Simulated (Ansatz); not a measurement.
`BCC#C` + `[CH3][AlH][OH]` → `B[O][AlH][CH3]` + `C#CC` at 400 K and 1 bar (ligand exchange at a B–C bond).

Gas-phase electronic energies from Ansatz, PBE0-D4/def2-TZVP geometries. CCSD(T)/CBS is the MP2 limit (def2-TZVPP, def2-QZVPP) plus CCSD(T) − MP2 in def2-TZVPP, frozen cores. This one scheme is used for every species. Each species was taken in one conformer, which may not be the lowest.

```csv
species,CCSD(T)/CBS energy (Eh),H − E (kJ/mol),S (J/(mol·K))
`BCC#C`,-141.86772,199.0,327.6
`[CH3][AlH][OH]`,-358.31021,173.0,332.2
`B[O][AlH][CH3]`,-383.73557,210.4,383.4
`C#CC`,-116.49627,165.8,265.8
```

H − E and S are ideal-gas, rigid-rotor, harmonic terms from PBE0-D4/def2-TZVP, for one conformer and one mirror image of each species. 1 Eh = 2625.50 kJ/mol, R = 8.31446 J/(mol·K).

Question: By hand: ΔE, ΔH, ΔS and ΔG.

Answer: ΔE = (-383.73557) + (-116.49627) − (-141.86772) − (-358.31021) = -0.05391 Eh = -141.5 kJ/mol. Δ(H − E) = 210.4 + 165.8 − 199.0 − 173.0 = 4.2, so ΔH = -137.3 kJ/mol. ΔS = 383.4 + 265.8 − 327.6 − 332.2 = -10.6 J/(mol·K). ΔG = -137.3 − 400 × (-10.6)/1000 = -133.1 kJ/mol.

Question: By hand: the equilibrium constant, and the temperature at which ΔG would vanish if ΔH and ΔS stayed fixed.

Answer: log₁₀ K = −ΔG/(RT ln 10) = 17.4. ΔG = 0 at ΔH/ΔS = 12953 K, far beyond where these terms or the molecules hold.

The number of gas molecules stays the same, so ΔS is small and ΔH decides. A doubt of 5 kJ/mol in ΔE shifts log₁₀ K by 0.7 here. Other conformers and mirror images would add mixing entropy, several J/(mol·K) or more a flexible species. Modes under 60 cm⁻¹, often nearly free rotors, make the harmonic entropy too high. These are equilibria of isolated gas molecules and say nothing of rates. Largest T1 diagnostic: 0.013 (customary marks: 0.02 for closed shells, 0.045 for open ones).
